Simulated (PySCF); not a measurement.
Frontier orbitals and the lowest excitations

Species: H10O3Si4.
Numbering: `[SiH3:1][O:2][SiH:3]([O:4][SiH3:5])[O:6][SiH3:7]` (hydrogens: H8, H9, H10 on Si1; H11 on Si3; H12, H13, H14 on Si5; H15, H16, H17 on Si7)

Cartesian coordinates in Å at the GFN2-xTB level; atoms count from 1:
```xyz
17
H10O3Si4 angstrom
Si     0.1721    2.4864   -0.2810
O      0.1870    1.4816    0.9910
Si     0.1914   -0.0597    1.4641
O     -1.2153   -0.7500    1.0840
Si    -2.2771   -1.0398   -0.1060
O      1.3967   -0.8507    0.7419
Si     1.9660   -1.4015   -0.6727
H     -0.1846    3.7628    0.3328
H     -0.8188    2.0399   -1.2640
H      1.5106    2.5030   -0.8739
H      0.3752   -0.1164    2.8908
H     -3.1062   -2.0964    0.4676
H     -3.0307    0.1884   -0.3649
H     -1.5733   -1.4709   -1.3171
H      1.8194   -0.3772   -1.7106
H      3.3646   -1.6814   -0.3591
H      1.2158   -2.6060   -1.0328
```

Computed, not measured: PySCF 2.14.0, density-fitted response routines, TDDFT B3LYP/def2-SVPD, vertical, gas phase, core orbitals frozen in the response.

Frontier orbitals with the atoms that hold most of them (Löwdin shares over 4%, at most four atoms; ? is withheld):

| orbital | ε (eV) | atoms |
| --- | --- | --- |
| LUMO+2 | 0.20 | Si5 26%, Si7 17%, H13 7%, H12 7% |
| LUMO+1 | 0.20 | Si1 28%, Si7 14%, H9 8%, H10 7% |
| LUMO | ? | Si5 14%, Si7 14%, Si1 14%, Si3 8% |
| HOMO | -8.47 | ? |
| HOMO-1 | -8.74 | O4 21%, Si5 13%, O2 12%, H12 11% |
| HOMO-2 | -8.74 | O6 19%, O2 15%, Si7 12%, Si1 10% |
| HOMO-3 | -9.23 | O4 11%, O2 11%, O6 11%, H11 10% |

(1) Which atoms hold the HOMO, and with what shares?

(2) What is the LUMO energy, and the HOMO–LUMO gap?

Answers

(1) O4 (bonded to 2 Si) 18%; O6 (bonded to 2 Si) 18%; O2 (bonded to 2 Si) 18%; Si5 (bonded to O and 3 H) 7%. By element: oxygen 53%, silicon 7% or more.

(2) ε(LUMO) = -0.60 eV; the gap is 7.87 eV (0.2893 hartree).

Within 0.005 eV of a neighbour in this list lie HOMO-2/HOMO-1 and LUMO+1/LUMO+2 (point group found: C3); within a degenerate set the shares of single atoms can hang on how the components are chosen.

Q: How does S1 compare with the orbital gap of 7.87 eV?

A: S1 is at 6.92 eV (f = 0.0001), 0.95 eV below the gap, made of HOMO→LUMO (97%). 

Next come S2 at 7.21 eV (f 0.0075), HOMO-2/HOMO-1→LUMO (≥93%); S3 at 7.21 eV (f 0.0075), HOMO-2/HOMO-1→LUMO (≥93%); S4 at 7.59 eV (f 0.0023), HOMO-4→LUMO (51%), HOMO→LUMO+1/LUMO+2 (≥35%); S5 at 7.60 eV (f 0.0023), HOMO-5→LUMO (51%), HOMO→LUMO+1/LUMO+2 (≥35%).

Orbitals of the list HOMO-3 to LUMO+2 that lie within 0.01 eV of each other are written together with a slash and their weights summed (≥ marks a lower bound); for degenerate orbitals outside that list single weights are arbitrary.

One conformer stands for the species.
